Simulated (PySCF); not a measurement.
Molecule: C2H8N2Si2 (charge 0, singlet). SMILES: C=CN1[SiH2]N[SiH2]1
Geometry from a B3LYP-D3(BJ)/def2-TZVP (Ansatz) optimisation:
```xyz
14

C      2.5368     0.9301     0.7979
C      1.6271    -0.0363     0.9364
N      0.4032    -0.1028     0.2950
Si    -0.9187    -1.2452     0.3204
N     -1.6988    -0.2005    -0.8177
Si    -0.3985     0.9455    -0.8577
H      2.3808     1.7783     0.1415
H      3.4660     0.8898     1.3458
H      1.8343    -0.8648     1.6083
H     -0.5766    -2.6045    -0.1651
H     -1.5864    -1.3960     1.6364
H     -2.5835    -0.2424    -1.2855
H      0.3017     1.0927    -2.1555
H     -0.7097     2.3031    -0.3512
```

Dispersion corrections to the total energy (kcal/mol) from the dftd3 and dftd4 libraries through PySCF: D3(BJ) without and D4 with the three-body term, each with the damping fitted for the functional named.

```csv
functional,D3(BJ),D4
PBE0,[?],-7.69
PW6B95,-5.06,-7.68
revPBE,-21.32,[?]
HSE06,-6.36,-7.19
B3LYP,[?],-14.57
PBE,-8.80,-9.05
BLYP,-19.15,-19.70
```

**Question.** Fill in the missing entries.

**Answer.** 
- PBE0, D3(BJ): -7.88
- revPBE, D4: -26.69
- B3LYP, D3(BJ): -15.80
